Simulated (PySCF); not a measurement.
## C₆ coefficients of unlike pairs at PBE

Calculated with PySCF 2.14 from the dipole response of each species, C₆(A,B) = (3/π) ∫ α_A(iu) α_B(iu) du, in atomic units, from isotropic polarisabilities. For ions this is the dispersion term alone; charge-induced terms of lower order in 1/R come first.

| species | configuration | basis | relativity | α (bohr³) | C₆ (like pair) |
| --- | --- | --- | --- | --- | --- |
| Cl⁺ | [Ne] 3s2 3p4 (3P) | aug-cc-pwCVQZ (10s9p7d5f3g) | none | 8.838 | 41.92 |
| Ba | [Xe] 6s2 (1S) | def2-TZVPPD with the def2 core potential (46 electrons) (6s4p3d1f) | core potential | 270.2 | 5374 |
| Bi⁺ | [Xe] 4f14 5d10 6s2 6p2 (3P) | aug-cc-pVQZ-PP with one added diffuse shell each of s, p, d, f, g type with ECP60MDF (8s8p6d4f3g) | core potential | 28.02 | 257.5 |
| Zr | [Kr] 4d2 5s2 (3F) | aug-cc-pwCVDZ-PP with ECP28MDF (6s6p5d3f) | core potential | 120.5 | 1670 |

Task: Estimate C₆ for Zr with Cl⁺.

Result: The integral gives 215.2. The combination rule 2 C_A C_B / (C_A α_B/α_A + C_B α_A/α_B) gives 201.8 and the geometric mean 264.6.

No spin-orbit coupling is included, so Bi⁺, close to jj coupling, stand for model states.

The other pairs:

```tsv
pair	C₆
Ba, Cl⁺	334.2
Bi⁺, Cl⁺	102.1
Bi⁺, Ba	946.2
Zr, Bi⁺	589.9
Zr, Ba	2928
```
